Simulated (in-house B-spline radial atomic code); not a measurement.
# RPA and G0W0 on PBEsol: Ar⁶⁺

Configuration [Ne] 3s2, mean-field start PBEsol. Computed with a B-spline radial code for spherical atoms: all electrons, scalar-relativistic (spin-free one-electron X2C), finite nucleus, each spin shell either full or empty, empty states to l = 9 with an (l + 1/2)⁻⁴ tail; G0W0 by contour deformation at full frequency.

Command:
```bash
python run_gw.py task.json out
```
Settings (radii: box in bohr, nucleus in fm):
```
Z                        18
electrons                12
configuration            [Ne] 3s2
hamiltonian              x2c
method                   pbesol
lmax                     9
rms_radius               3.4274
spin_polarised           False
box_radius               9.29
intervals                68
ion_configuration        [Ne] 3s1
```

Run time, properties included: 1.7 s on 1 thread of Intel(R) Xeon(R) 6975P-C, with other jobs on the host.

Energies (hartree):

```tsv
term	value
mean-field total	-517.07975
Hartree-Fock functional on these orbitals	-517.48661
direct second order	-0.89115
second-order exchange	0.3285
SOSEX correction	0.29109
```

Question: What is the RPA correlation energy, and what remains with SOSEX?

Answer: RPA gives -0.78296 hartree (-1.78 eV per electron); RPA + SOSEX gives -0.49188, and the second-order doubles -0.56265 hartree (no singles). SOSEX takes back 37 % of the RPA value.

Quasi-particle levels (eV):

```tsv
level	occupied	mean field	Σx - vxc	Σc	QP weight	G0W0
3s	yes	-115.93	-6.56	?	?	?
2p	yes	-343.01	-30.39	4.67	0.937	-368.73
3p	no	-99.09	9.48	-2.19	0.946	-91.80
```

G0W0 = mean field + (Σx - vxc) + Σc, with Σc (partial-wave tail included) taken at the quasi-particle energy. Levels of low weight are left out.

Question: Where does G0W0 put 3s?

Answer: At -125.02 eV, with Σc = -2.53 eV and a quasi-particle weight of 0.959. The tabulated removal energy is 124.41 ± 0.06 eV (NIST, semi-empirical); the calculation leaves out spin-orbit coupling, Breit and QED terms, and what these don't explain is the method's own error.

Question: What does it cost to remove one electron (to [Ne] 3s1) by differences of total energies, each species on its own start (correlation terms add to the Hartree-Fock functional)?

Answer: PBEsol 123.97 eV, Hartree-Fock functional 122.25 eV, + RPA 125.00 eV, + RPA + SOSEX 124.27 eV, + second order 125.12 eV. Tabulated: 124.41 ± 0.06 eV (NIST, semi-empirical); the calculation leaves out spin-orbit coupling, Breit and QED terms, and what these don't explain is the method's own error.
